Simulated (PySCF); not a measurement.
**Rh²⁺: excitation energy**

Rh²⁺ [Kr] 4d7 (4F) → Rh²⁺ [Kr] 4d6 5p1 (high-spin determinant), as a difference of total energies. Computed with PySCF 2.14 in aug-cc-pwCVDZ-PP with ECP28MDF (6s6p5d3f, 70 functions), with a scalar-relativistic core potential. Correlated levels: valence and next inner shell: nothing frozen outside the core potential. The calculations carry no spin-orbit coupling.

```json
{"method": "UHF", "excitation energy (cm⁻¹)": "85197"}
{"method": "MP2 (valence and next inner shell)", "excitation energy (cm⁻¹)": "87525"}
{"method": "SCS-MP2 (valence and next inner shell)", "excitation energy (cm⁻¹)": "89542"}
{"method": "CCSD (valence and next inner shell)", "excitation energy (cm⁻¹)": "87718"}
{"method": "CCSD(T) (valence and next inner shell)", "excitation energy (cm⁻¹)": "87567"}
```

The determinant of the upper state mixes LS terms, which raises its energy above the lowest term, most at the Hartree-Fock and MP2 levels.
